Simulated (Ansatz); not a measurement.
`C[S][Ga]([Cl])[Cl]` + H₂Se → `[Cl][Ga]([Cl])[SeH]` + CH₃SH at 400 K and 1 bar (ligand exchange at a Ga–S bond).

Computed with Ansatz on PBE0-D4/def2-TZVP structures; ΔE is electronic, products minus reactants. CCSD(T)/CBS is the MP2 limit (def2-TZVPP, def2-QZVPP) plus CCSD(T) − MP2 in def2-TZVPP, frozen cores. This one scheme is used for every species. For Ga, Se outer-core shells are correlated without core-valence functions, which leaves a few kJ/mol of doubt a bond. Scalar relativity is left out up to krypton. One conformer a species, not always the lowest.

```tsv
species	CCSD(T)/CBS energy (Eh)	H − E (kJ/mol)	S (J/(mol·K))
`C[S][Ga]([Cl])[Cl]`	-3281.27922	145.3	427.2
H₂Se	-2401.89790	49.4	229.5
`[Cl][Ga]([Cl])[SeH]`	-5244.95427	57.8	390.1
CH₃SH	-438.22835	138.7	269.4
```

H − E and S are ideal-gas, rigid-rotor, harmonic terms from PBE0-D4/def2-TZVP, for one conformer and one mirror image of each species. 1 Eh = 2625.50 kJ/mol, R = 8.31446 J/(mol·K).

Question: By hand: ΔE, ΔH, ΔS and ΔG.

Answer: ΔE = (-5244.95427) + (-438.22835) − (-3281.27922) − (-2401.89790) = -0.00550 Eh = -14.4 kJ/mol. Δ(H − E) = 57.8 + 138.7 − 145.3 − 49.4 = 1.8, so ΔH = -12.6 kJ/mol. ΔS = 390.1 + 269.4 − 427.2 − 229.5 = 2.8 J/(mol·K). ΔG = -12.6 − 400 × (2.8)/1000 = -13.7 kJ/mol.

Question: By hand: the equilibrium constant, and the temperature at which ΔG would vanish if ΔH and ΔS stayed fixed.

Answer: log₁₀ K = −ΔG/(RT ln 10) = 1.8. ΔH and −TΔS have one sign here, so there is no such temperature. One of them is within its doubt of zero, so this could turn.

The number of gas molecules stays the same, so ΔS is small and ΔH decides. A doubt of 5 kJ/mol in ΔE shifts log₁₀ K by 0.7 here. Other conformers and mirror images would add mixing entropy, several J/(mol·K) or more a flexible species. Modes under 60 cm⁻¹, often nearly free rotors, make the harmonic entropy too high. These are equilibria of isolated gas molecules and say nothing of rates. Largest T1 diagnostic: 0.011 (customary marks: 0.02 for closed shells, 0.045 for open ones).
